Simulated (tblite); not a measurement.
Species: C₆H₈ClSi (doublet state).
Atom-mapped SMILES: `[CH:1]=[C:2]=[C:3]=[CH:4][C@@H:5]([Cl:6])[SiH2:7][CH3:8]` (hydrogens: H9 on C1; H10 on C4; H11 on C5; H12, H13 on Si7; H14, H15, H16 on C8)

Structure used (GFN2-xTB), in Å, numbered top down from 1:
```
atom  x, y, z in Å
C1     3.983    1.647   -0.870
C2     3.132    1.039   -0.230
C3     2.308    0.398    0.571
C4     1.308   -0.262    1.074
C5     0.127   -0.706    0.274
Cl6   -0.107   -2.482    0.493
Si7   -1.500    0.148    0.850
C8    -2.908   -0.461   -0.259
H9     4.659    2.155   -1.489
H10    1.272   -0.519    2.126
H11    0.317   -0.561   -0.790
H12   -1.711   -0.222    2.251
H13   -1.281    1.593    0.717
H14   -3.845    0.014    0.014
H15   -3.044   -1.535   -0.171
H16   -2.718   -0.238   -1.306
```

Computed values, GFN2-xTB/tblite, gas phase, harmonic and unscaled. Errors from tens to a few hundred cm⁻¹ against measured bands are possible. Modes of hydrogen on silicon can be 10 to 20 % off. One conformer, not necessarily the lowest. Open shells enter through the occupations alone, without spin polarisation, and single modes of such species can be off by tens of per cent.

Harmonic wavenumbers (cm⁻¹): 28.5, 40.7, 63.6, 112.2, 117.6, 172.1, 186.9, 253.5, 263.9, 288.2, 373.2, 411.2, 451.6, 457.2, 564.2, 610.7, 666.7, 689.3, 704.6, 756.9, 773.7, 789.7, 825.7, 841.5, 916.5, 1074.1, 1128.3, 1167.0, 1276.7, 1367.3, 1472.0, 1478.1, 1830.9, 2064.5, 2235.3, 2263.5, 2953.7, 3002.0, 3032.7, 3040.4, 3051.4, 3400.3.

A = 2195, B = 691.1, C = 580.0 MHz; mass 143.008 u (most abundant isotopes); point group C1, symmetry number 1; spin multiplicity 2.

Q: Zero-point energy?

A: ½Σν̃ = 23599 cm⁻¹ = 67.47 kcal/mol.

Q: Give the ideal-gas entropy at 298.15 K and 1 bar in the rigid-rotor, harmonic-oscillator model (classical rotation).

A: Translation 40.81, rotation 30.28, vibration 38.27, spin (R ln 2) 1.38: S = 110.7 cal/(mol K).

Q: And Cp and H(298.15 K) − H(0)?

A: Cp = 42.07 cal/(mol K), of which vibrations give 34.12 (their classical limit is 42 R = 83.5); H(298.15 K) − H(0) = 7.97 kcal/mol without the zero-point energy, 5.60 from vibrations.

Q: How do the functions run with temperature in this model?

A: 
```json
{"T (K)": "150", "S (cal/(mol K))": "87.2", "Cp (cal/(mol K))": "27.6", "H − H(0) (kcal/mol)": "2.77", "G − H(0) (kcal/mol)": "-10.31", "ln q(vib)": "4.87"}
{"T (K)": "250", "S (cal/(mol K))": "103.7", "Cp (cal/(mol K))": "37.8", "H − H(0) (kcal/mol)": "6.04", "G − H(0) (kcal/mol)": "-19.88", "ln q(vib)": "8.26"}
{"T (K)": "400", "S (cal/(mol K))": "124.2", "Cp (cal/(mol K))": "49.7", "H − H(0) (kcal/mol)": "12.66", "G − H(0) (kcal/mol)": "-37.03", "ln q(vib)": "12.94"}
{"T (K)": "600", "S (cal/(mol K))": "146.5", "Cp (cal/(mol K))": "60.2", "H − H(0) (kcal/mol)": "23.73", "G − H(0) (kcal/mol)": "-64.18", "ln q(vib)": "18.56"}
{"T (K)": "900", "S (cal/(mol K))": "173.0", "Cp (cal/(mol K))": "70.2", "H − H(0) (kcal/mol)": "43.42", "G − H(0) (kcal/mol)": "-112.27", "ln q(vib)": "25.89"}
```

q(vib) and H(0) count from the zero-point level.

Q: Blend soft modes into free rotors: weight 1/[1 + (100 cm⁻¹/ν̃)⁴] for the oscillator and the rest for a rotor with moment μB/(μ + B), μ = h/(8π²ν), B = 10⁻⁴⁴ kg m². What vibrational entropy results?

A: 33.80 cal/(mol K) in place of 38.27, which changes −T·S at 298.15 K by +1.33 kcal/mol.

Hindered rotation and anharmonicity are outside this model. Other conformers, if any are populated, would add a mixing term that is left out. The structure is chiral; the term R ln 2 for an equal mix with its mirror image is left out.
